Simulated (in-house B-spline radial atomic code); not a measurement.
**Binding energies in neutral tellurium**

NIST's tabulated ground configuration is [Kr] 4d10 5s2 5p4; each binding energy is the energy of the ion with one electron taken from that subshell, relaxed, less that of the parent. All numbers are computed (Dirac-Kohn-Sham LDA VWN5, spherical fractional occupations; Fermi nucleus of rms radius 4.7423 fm) with an all-electron radial atomic-structure program (B-spline basis), not measured. Energies include first-order Breit, QED and recoil terms.

```tsv
subshell	X-ray name	binding energy (eV)	-ε (eV)	relaxation (eV)
1s	K	31824.2	31568.7	-351.7
2s	L1	4891.3	4840.5	-61.9
2p1/2	L2	4604.6	4537.8	-77.5
2p3/2	L3	4328.8	4263.7	-72.4
3s	M1	981.5	962.8	-20.5
3p1/2	M2	857.7	838.1	-21.2
3p3/2	M3	806.4	787.0	-20.4
3d3/2	M4	588.4	566.0	-22.8
3d5/2	M5	577.7	555.4	-22.5
4s	N1	172.6	163.8	-9.1
4p1/2	N2	129.4	120.9	-8.7
4p3/2	N3	119.5	111.1	-8.5
4d3/2	N4	50.23	42.54	-7.67
4d5/2	N5	48.72	41.07	-7.60
5s	O1	19.8	15.34	-4.49
5p	O2,3	9.93	6.13	-3.80
```

Relaxation = -ε minus the binding energy without Breit, QED and recoil terms. With a density functional, K lines can miss by some tenths of a per cent, more in light atoms. For a density functional the relaxation so defined is negative, because -ε of a Kohn-Sham level is smaller than the binding energy.

Emission lines follow as differences of binding energies, with λ = 12398.42 eV·Å / E:

```
 line          holes  energy (eV)  wavelength (Å)
 K-L3     1s → 2p3/2      27495.4         0.45093
 K-L2     1s → 2p1/2      27219.6          0.4555
 K-M3     1s → 3p3/2      31017.8         0.39972
L3-M5  2p3/2 → 3d5/2       3751.1          3.3053
L2-M4  2p1/2 → 3d3/2       4016.2          3.0871
L1-M3     2s → 3p3/2       4084.9          3.0352
L3-M1     2p3/2 → 3s       3347.3           3.704
L2-N4  2p1/2 → 4d3/2       4554.4          2.7223
```

Problem. What screening constant σ does Moseley's law, E = (3/4)·13.6057 eV·(Z - σ)², need for K-L3?

Solution. σ = 0.09.

Moseley's non-relativistic formula needs a falling, then negative, screening constant for heavy elements, because relativity binds the 1s electron more strongly than the formula allows.

Problem. What does it cost to remove both a 4p1/2 and a 5s electron?

Solution. 160.5 eV, which is 11.28 eV more than the two single binding energies together.

Problem. What does it cost to remove both a 2s and a 4p1/2 electron?

Solution. 5043.4 eV, which is 22.69 eV more than the two single binding energies together.

Problem. What does it cost to remove both a 4p3/2 and a 4d5/2 electron?

Solution. 185.53 eV, which is 17.29 eV more than the two single binding energies together.
